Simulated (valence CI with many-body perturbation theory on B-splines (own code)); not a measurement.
Results of a calculation; reference values are marked as such.
Ir⁷²⁺: input, log and results

Level of theory: configuration interaction combined with many-body perturbation theory (CI+MBPT): three valence electrons over a frozen Dirac-Fock core [He], a basis of 6 s, 6 p, 5 d, 3 f, 1 g functions for each j, with the one-electron correlation potential Σ1 (screened to all orders), the two-electron term Σ2, the three-electron term Σ3, Breit, model QED; selected single and double excitations, second order for the rest, scaled by the run's own slope (own B-spline code, finite nucleus).

Command, and the settings that its task file holds:

```sh
python run_cv.py task.json out
```

```
atom Ir  Z=77  mass_number=193  rms_radius_fm=5.4032
core [He]
valence 2s2 2p1
avg = 1
basis = S
breit = 1
cap = 10000
capref = 1200
cscale = 1
de = 0.0
dress = 0
eps = 2e-08
extrap = 1
h = 0.27
hh = 1
l2 = 3
lcore = 6
maxit = 60
n2 = 5
natural = 1
nlev = 21
nno = [3, 3, 3, 2, 1]
nroot = 26
nsp = [3, 3, 2, 1, 0]
pt2 = 1
qed = 1
rmax = 0.48
rpa = 1
s1 = 1
s2 = 1
s3 = 1
screen = 1
tol = 2e-05
whole = 1
```

It took 4.1 s on 1 thread of Arm Neoverse V2, on a shared host.

Log. The first blocks belong to the next ion, which gives the ionisation energy. Fields: 2J, parity (1 odd), roots, reference size, generating configurations, candidates as configurations/state functions, variational space P, stored matrix elements, Davidson steps; e2 is the range of second-order energies in hartree. The first line gives the box (bohr), its intervals, the orbitals and the steps of their self-consistent field. Window is the range of levels sought, series limit the energy at which the first omitted orbital would enter, core excitation an estimate of the first excitation out of the core, left out the lowest levels not solved, and shifts from estimates the range by which levels moved from their first estimate, all in cm⁻¹.

```
rmax 0.5 intervals 50 orbitals 36 references ['2s2 2p', '2s 2p2', '2p3'] scf 2 t 0.2
2J=0 par=0 roots 2 ref 15 generators 2 cand 92/92 P 106/106 nnz 0 it 0
2J=0 par=0 roots 2 ref 15 generators 3 cand 1/1 P 107/107 nnz 0 it 0
   second order: generators 3 cand 0/0 e2 -0.00000 -0.00000
2J=0 par=1 roots 2 ref 11 generators 2 cand 73/73 P 84/84 nnz 0 it 0
   second order: generators 5 cand 0/0 e2 -0.00000 -0.00000
2J=2 par=1 roots 2 ref 28 generators 2 cand 188/188 P 214/214 nnz 0 it 0
2J=2 par=1 roots 2 ref 28 generators 2 cand 2/2 P 216/216 nnz 0 it 0
   second order: generators 2 cand 0/0 e2 -0.00000 -0.00000
reference levels 125, estimated 125, window 96612990 1/cm; series limit 99065800, core excitation 519405686
2J=1 par=1 roots 7 ref 16 generators 7 cand 91/112 P 1419/2072 nnz 0 it 3
2J=1 par=1 roots 7 ref 16 generators 10 cand 117/143 P 1436/2098 nnz 0 it 4
   second order: generators 13 cand 328/463 e2 -0.00000 -0.00000
2J=1 par=0 roots 9 ref 18 generators 10 cand 114/138 P 1468/2165 nnz 0 it 4
2J=1 par=0 roots 9 ref 18 generators 12 cand 128/156 P 1484/2190 nnz 0 it 4
   second order: generators 15 cand 290/382 e2 -0.00000 -0.00000
2J=3 par=1 roots 8 ref 23 generators 10 cand 621/1310 P 1500/2978 nnz 1.2e+06 it 5
2J=3 par=1 roots 8 ref 23 generators 12 cand 409/855 P 1541/3076 nnz 1.3e+06 it 4
   second order: generators 15 cand 455/891 e2 -0.00000 -0.00000
2J=3 par=0 roots 8 ref 22 generators 7 cand 507/976 P 1475/2990 nnz 1.3e+06 it 4
2J=3 par=0 roots 8 ref 22 generators 10 cand 378/648 P 1504/3060 nnz 1.3e+06 it 3
   second order: generators 12 cand 475/886 e2 -0.00000 -0.00000
2J=5 par=0 roots 5 ref 17 generators 6 cand 455/1084 P 1364/2944 nnz 1.3e+06 it 4
2J=5 par=0 roots 5 ref 17 generators 8 cand 434/939 P 1387/3003 nnz 1.3e+06 it 4
   second order: generators 10 cand 624/1317 e2 -0.00000 -0.00000
2J=5 par=1 roots 3 ref 14 generators 4 cand 437/1083 P 1361/2947 nnz 1.3e+06 it 3
2J=5 par=1 roots 3 ref 14 generators 4 cand 266/649 P 1414/3089 nnz 1.4e+06 it 4
   second order: generators 7 cand 430/952 e2 -0.00000 -0.00000
2J=7 par=1 roots 1 ref 6 generators 2 cand 215/470 P 1062/2302 nnz 0 it 3
2J=7 par=1 roots 1 ref 6 generators 2 cand 171/375 P 1098/2380 nnz 0 it 4
   second order: generators 4 cand 322/785 e2 -0.00000 -0.00000
left out: unestimated none, estimated 102598795, shifts from estimates -0 to 3
operators 0.1
```

The Davidson iterations converged. The settings are bad on purpose, so the numbers may not be properties of the ion.

The last digits are not significant, and no measured levels were compared; by estimate large intervals hold to a few tenths of a per cent, small ones and those within an open d or f shell to about a per cent.

* Valence energy: -2330.261 hartree
* Ionisation energy: 20642 eV (NIST: 20650 ± 70 eV (theoretical))
* Reference configurations for the orbitals: 2s2 2p, 2s 2p2, 2p3
* Radial orbitals: 36
* Box radius: 0.48 bohr
* Largest variational space: 3089
* Lowest levels: (2s^2 2p1/2) J=1/2 0.00, (2s 2p1/2^2) J=1/2 21.38, (2s^2 2p3/2) J=3/2 129.06, (2s 2p1/2 2p3/2) J=3/2 [a] 144.16, (2s 2p1/2 2p3/2) J=5/2 147.22, (2s 2p1/2 2p3/2) J=1/2 152.90, (2s 2p1/2 2p3/2) J=3/2 [b] 153.04, (2p1/2^2 2p3/2) J=3/2 175.16, (2s 2p3/2^2) J=5/2 274.52, (2s 2p3/2^2) J=1/2 283.02, (2s 2p3/2^2) J=3/2 283.07, (2p1/2 2p3/2^2) J=3/2 300.34, (2p1/2 2p3/2^2) J=5/2 302.01, (2p1/2 2p3/2^2) J=1/2 306.53 Ry

Levels are named by their leading jj configuration (3d3/2^4 stands for four electrons in 3d with j = 3/2), which in mixed levels can hold well under half, so a name can repeat and another be missing. Letters in brackets count levels of one name in rising energy.
